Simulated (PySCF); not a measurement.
## Correlation energy of Kr⁺ (krypton, charge +1)

[Ar] 3d10 4s2 4p5, 2P determinant. Calculation: PySCF 2.14, in jorge-DZP-DKH (8s6p2d1f, 43 functions); the spin-free X2C one-electron Hamiltonian (Gaussian nucleus). Frozen: [Ar] 3d10; 7 electrons correlated.

MP2 pair energies summed by pair of shells (mhartree):

```
 pair  energy  share (%)
4p-4p  -21.85       50.9
4s-4p  -17.16       40.0
4s-4s   -3.90        9.1
```

Total MP2 correlation energy: -42.92 mhartree.

Same-spin part -9.36 and opposite-spin part -33.55 mhartree; SCS-MP2 scales them by 1/3 and 6/5 to -43.39 mhartree.

```json
{"level": "CCSD", "correlation energy (mhartree)": "-49.04"}
{"level": "(T)", "correlation energy (mhartree)": "-0.40"}
{"level": "CCSD(T)", "correlation energy (mhartree)": "-49.44"}
```

Diagnostics: T1 = 0.0010, D1 = 0.0021, largest double amplitude 0.030.

Cost of the coupled-cluster step: 0.69 s of wall time on 1 thread of Neoverse-N1 (shared host), for 7 correlated electrons.

Iterations:

```
CC2 = 0
CCSD nocc = (np.int64(4), np.int64(3)), nmo = (29, 29)
frozen orbitals [[0, 1, 2, 3, 4, 5, 6, 7, 8, 9, 10, 11, 12, 13], [0, 1, 2, 3, 4, 5, 6, 7, 8, 9, 10, 11, 12, 13]]
max_cycle = 100
direct = 0
conv_tol = 1e-08
conv_tol_normt = 1e-06
diis_space = 8
diis_start_cycle = 0
Init t2, MP2 energy = -0.0429155806800095
Init E_corr(UCCSD) = -0.0429155806851676
cycle = 1  E_corr(UCCSD) = -0.0479534320097672  dE = -0.00503785132  norm(t1,t2) = 0.0151466
cycle = 2  E_corr(UCCSD) = -0.0488137315894221  dE = -0.00086029958  norm(t1,t2) = 0.00353373
cycle = 3  E_corr(UCCSD) = -0.0490496471935506  dE = -0.000235915604  norm(t1,t2) = 0.00112897
cycle = 4  E_corr(UCCSD) = -0.0490383422462442  dE = 1.13049473e-05  norm(t1,t2) = 0.000234285
cycle = 5  E_corr(UCCSD) = -0.0490395014969938  dE = -1.15925075e-06  norm(t1,t2) = 4.65392e-05
cycle = 6  E_corr(UCCSD) = -0.0490395598497019  dE = -5.83527081e-08  norm(t1,t2) = 3.95023e-06
cycle = 7  E_corr(UCCSD) = -0.0490395493364135  dE = 1.05132884e-08  norm(t1,t2) = 3.61772e-07
cycle = 8  E_corr(UCCSD) = -0.0490395505730449  dE = -1.23663141e-09  norm(t1,t2) = 8.88168e-08
UCCSD converged
E(UCCSD) = -2787.576325277439  E_corr = -0.04903955057304494
UCCSD(T) correction = -0.000403645171883201
```
